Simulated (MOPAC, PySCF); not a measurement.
CH4OSi, SMILES `O[SiH]=C` (C–Si–O–H torsion 0°), neutral singlet in the gas phase. 

Cartesian coordinates (Å):
```xyz
7

C     -0.9865    -0.4779     0.4783
Si     0.1259     0.5400    -0.2879
O      1.7161     0.2565    -0.5594
H     -0.7568    -1.4544     0.8823
H     -2.0133    -0.1508     0.5853
H     -0.1741     1.8647    -0.8387
H      2.0887    -0.5780    -0.2599
```
Charge 0, spin multiplicity 1.

All levels are single points at this geometry (B3LYP-D3(BJ)/def2-TZVP); Pople sets use spherical d functions. Orbital energies aren't observables, and empty levels follow the basis.

HF/6-31G* in PySCF gives gap (eV) = 11.70.

Estimate the gap (eV) from each of these levels: B3LYP-D3(BJ)/def2-TZVP in PySCF; PBE-D3(BJ)/def2-TZVP in PySCF; B3LYP/3-21G in PySCF; B3LYP/6-31G* in PySCF; BP86/6-31G* in PySCF; M06-2X/6-31G* in PySCF; PBE/6-31G* in PySCF; SVWN5/6-31G* in PySCF; HF/STO-3G in PySCF; AM1 in MOPAC; PM3 in MOPAC; PM7 in MOPAC.


```
level                            gap (eV)
-------------------------------  --------
B3LYP-D3(BJ)/def2-TZVP in PySCF      5.49
PBE-D3(BJ)/def2-TZVP in PySCF        4.02
B3LYP/3-21G in PySCF                 5.76
B3LYP/6-31G* in PySCF                5.69
BP86/6-31G* in PySCF                 4.20
M06-2X/6-31G* in PySCF               7.99
PBE/6-31G* in PySCF                  4.18
SVWN5/6-31G* in PySCF                4.14
HF/STO-3G in PySCF                  13.40
AM1 in MOPAC                         8.55
PM3 in MOPAC                         7.96
PM7 in MOPAC                         8.55
```
